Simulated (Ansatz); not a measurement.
The cluster Li4S2⁺, relaxed as a doublet with UKS PBE-D4/def2-TZVP in Ansatz, starting from the GFN2-xTB geometry. Force threshold 0.02 eV/Å.

The structure comes from a short search, and lower isomers may exist.

Start:

```xyz
6

Li    3.181   -0.877   -2.382
Li   -3.132    2.024    2.497
Li    0.280    0.760    0.029
Li   -0.198   -2.182   -0.330
S     1.406   -0.879   -1.118
S    -1.536    1.153    1.305
```

Task: Estimate the energy that the relaxation releases and the steps that it takes.

Result: 16.5 kcal/mol, in 10 steps; 13 s on 4 threads of Arm Neoverse V1 on a shared host. The force fell under the threshold at step 9, but the optimiser went on. No frequencies were taken in this run, so the end may be a saddle point.

Task: Does the start keep its bonding?

Result: Bonds formed: Li4–S6 (atoms count from 1). The end is the same structure that another start reached, the lowest one found.

Task: Predict the relaxed structure.

Result: 
```xyz
6

Li    2.943   -1.326   -2.370
Li   -3.037    1.349    2.237
Li    0.583    1.258    0.024
Li   -0.511   -1.280    0.081
S     1.367   -0.609   -1.035
S    -1.346    0.608    1.063
```
Bond lengths (bridged metal pairs left out): 6 × Li–S 2.19 to 2.29 Å.
